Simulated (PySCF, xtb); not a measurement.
C3H10InN, SMILES [N](CC)([InH2])C.

GFN2-xTB run with xtb at its own geometry gives an orbital gap of 2.49 eV and a dipole moment of 1.46 D.

Geometry: B3LYP-D3(BJ)/def2-SVP. The def2 effective core potentials stand for the cores of In; spin–orbit coupling is left out. The values are those of a single conformer.

What does PBE/def2-TZVP (PySCF) give? (An estimate is asked for; the answer gives what the named calculation found.)

gap 2.89 eV (levels -4.80 and -1.91 eV), dipole 0.38 D.
